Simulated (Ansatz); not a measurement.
Abridged output of a molecular run in Ansatz:

```
Functional definition: HF
1279 factors; integrals over basis functions are off by at most 1.1e-3 eV
mean field evaluation 1: about -11695.3028 eV, gradient 2.9e1 eV
mean field evaluation 2: about -11695.3067 eV, gradient 2.9e1 eV
mean field evaluation 4: about -11699.3807 eV, gradient 3.8e0 eV
mean field evaluation 8: about -11699.5411 eV, gradient 2.2e-1 eV
mean field -11699.54222564 eV, -429.9502465577 hartree, gradient 3.4e-6 eV, S^2 0.753736; 0 other end points of the search recorded, 0 dependent functions left out
8 core orbitals not correlated: weight in the atoms' cores, before any rotation towards them, 1.000 or more for the frozen orbitals, at most 0.000 for the correlated occupied ones
reference -11699.54222564 eV, -429.9502465577 hartree; 12, 11 occupied and 199, 200 virtual orbitals, 1279 factors
second order -16.57577866 eV of doubles, -0.00000000 eV of singles
cycle   1  -17.18457868 eV  change   -6.1e-1 eV  update   9.5e-2
cycle   2  -17.63786356 eV  change   -4.5e-1 eV  update   3.0e-2
cycle   3  -17.75305678 eV  change   -1.2e-1 eV  update   1.7e-2
cycle   4  -17.74564936 eV  change    7.4e-3 eV  update   5.3e-3
cycle   5  -17.74488921 eV  change    7.6e-4 eV  update   2.6e-3
cycle   6  -17.74530156 eV  change   -4.1e-4 eV  update   8.7e-4
cycle   7  -17.74519651 eV  change    1.1e-4 eV  update   3.5e-4
cycle   8  -17.74535406 eV  change   -1.6e-4 eV  update   1.5e-4
cycle   9  -17.74537490 eV  change   -2.1e-5 eV  update   5.4e-5
cycle  10  -17.74533933 eV  change    3.6e-5 eV  update   2.2e-5
cycle  11  -17.74535354 eV  change   -1.4e-5 eV  update   1.0e-5
perturbative correction -0.63961660 eV, -0.0235054765 hartree
Total energy: -11717.92719578 eV, -430.6258817485 hartree
Checks for a lower state left out: cluster_reference
```

Its atoms:

Cartesian coordinates in Å:
```
C 1.418 -1.050 -1.119
B 0.374 -0.613 -0.050
O -0.264 0.563 -0.024
Si -1.395 1.046 1.102
H 1.022 -1.900 -1.685
H 1.664 -0.244 -1.818
H 2.334 -1.407 -0.642
H -1.811 2.410 0.703
H -0.785 1.069 2.453
H -2.557 0.126 1.079
```

(1) Which basis set was used?
A. cc-pV(Q+d)Z
B. def2-SVPD
C. def2-TZVPP
D. def2-SVP

(2) Write the keys of the input that set method, charge and spin (a neutral closed shell needs none for the last two).

## Answers

(1) C. It gives 219 functions.

(2) 
```yaml
magnetization: {spin_polarized: true, initial_magnetization: 1}
correlation: {method: ccsd_t}
scf: {omitted_lower_state_checks: [cluster_reference]}
```
